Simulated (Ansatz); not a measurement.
Energy difference R1 + R2 → P1 + P2, each structure at its B3LYP-D3(BJ)/def2-TZVP stationary point, reached from a drawn start (curvature not checked).
R1: ILi (SMILES [Li][I]), charge 0, multiplicity 1.
R2, CsF (SMILES [F][Cs]) (charge 0, multiplicity 1, Z-matrix in Å and degrees):
```
Cs
F 1 2.4035
```
P1, FLi (SMILES [Li][F]) (charge 0, multiplicity 1):
```
atom   x (Å)   y (Å)    z (Å)
----  ------  ------  -------
Li    0.0000  0.0000  -0.7808
F     0.0000  0.0000   0.7808
```
P2, CsI (SMILES [I][Cs]) (charge 0, multiplicity 1):
```xyz
2

Cs     0.00000     0.00000    -1.68843
I      0.00000     0.00000     1.68843
```

P less R. No zero-point or thermal terms; no spin–orbit coupling.

Run with Ansatz (Gaussian orbitals). All values are computed, each at the level named. Elements past Kr take the def2 small-core potentials, without spin–orbit coupling.

Total energies in hartree:

```json
[
 {"structure": "R1", "PBE/def2-TZVPP": "-305.262238", "r2SCAN/def2-TZVPP": "-305.412945", "wB97M-V/def2-TZVPP": "-305.276501"},
 {"structure": "R2", "PBE/def2-TZVPP": "-120.011945", "r2SCAN/def2-TZVPP": "-120.066712", "wB97M-V/def2-TZVPP": "-120.002514"},
 {"structure": "P1", "PBE/def2-TZVPP": "-107.348921", "r2SCAN/def2-TZVPP": "-107.418656", "wB97M-V/def2-TZVPP": "-107.434676"},
 {"structure": "P2", "PBE/def2-TZVPP": "-317.942742", "r2SCAN/def2-TZVPP": "-318.079190", "wB97M-V/def2-TZVPP": "-317.865729"}
]
```

**Question.** Work out the reaction energy at each level in kcal/mol (1 hartree = 627.50947 kcal/mol), and say how far PBE/def2-TZVPP lies from wB97M-V/def2-TZVPP.

**Answer.** 
- PBE/def2-TZVPP: (-107.348921) + (-317.942742) − (-305.262238) − (-120.011945) = -0.017480 hartree = -10.97 kcal/mol
- r2SCAN/def2-TZVPP: (-107.418656) + (-318.079190) − (-305.412945) − (-120.066712) = -0.018189 hartree = -11.41 kcal/mol
- wB97M-V/def2-TZVPP: (-107.434676) + (-317.865729) − (-305.276501) − (-120.002514) = -0.021390 hartree = -13.42 kcal/mol
PBE/def2-TZVPP less wB97M-V/def2-TZVPP: 2.45 kcal/mol. wB97M-V/def2-TZVPP is the level counted from, a functional with errors of its own; no coupled-cluster or measured value stands here.

Ansatz is a program for electronic structure.
